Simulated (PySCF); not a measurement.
All values below come from PBE-D3(BJ)/def2-TZVP // BP86-D3(BJ)/def2-SVP (PySCF). All species are isolated molecules in the gas phase. One relaxed conformer stands for a flexible species; it need not be the lowest. 

Reference species: [Hf(H)4] (neutral, multiplicity 1).

```
Quantity                                Value
-------------------------------------  ------
charge on the central atom (Mulliken)  0.69 e
coordination number                         4
```

Changed species: [Hf(SH)4] (4 of 4 H replaced by SH; the reference has 0 of 4 H replaced by SH).

### Question
Give the shifts of the charge on the central atom (Mulliken) and coordination number.

### Answer
the charge on the central atom (Mulliken) increases by 0.15 e, to 0.84 e; the coordination number hardly moves.
